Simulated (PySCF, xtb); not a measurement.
Dissociation curve of I2, singlet.

GFN1-xTB (xtb); UCCSD(T) = CCSD(T) on UHF/def2-SVP, 8 core orbitals frozen, def2 effective core potentials past Kr run with PySCF.

Energies relative to the lowest point of each curve near equilibrium, in kJ/mol:

```json
[
 {"R / Å": "2.27", "GFN1-xTB": "353.6"},
 {"R / Å": "2.37", "GFN1-xTB": "164.9"},
 {"R / Å": "2.66", "GFN1-xTB": "0.9"},
 {"R / Å": "2.71", "GFN1-xTB": "0.0"},
 {"R / Å": "2.83", "GFN1-xTB": "12.7"},
 {"R / Å": "2.90", "GFN1-xTB": "26.7"},
 {"R / Å": "3.07", "GFN1-xTB": "71.5"},
 {"R / Å": "3.60", "GFN1-xTB": "226.7"},
 {"R / Å": "4.33", "GFN1-xTB": "341.6"},
 {"R / Å": "4.83", "GFN1-xTB": "362.2"},
 {"R / Å": "6.54", "GFN1-xTB": "366.7"},
 {"R / Å": "7.14", "GFN1-xTB": "366.9"}
]
```

Problem. What does UCCSD(T) give at the same points?

Solution. 2.27: 199.4; 2.37: 104.2; 2.66: 2.5; 2.71: 0.0; 2.83: 3.5; 2.90: 10.6; 3.07: 35.8; 3.60: 116.8; 4.33: 138.8; 4.83: 139.9; 6.54: 141.6; 7.14: 141.7 (kJ/mol).

The unrestricted determinant behind UCCSD(T) is spin-contaminated at 2.90 to 7.95 Å (<S²> up to 1.0, against 0.00 for a pure singlet).
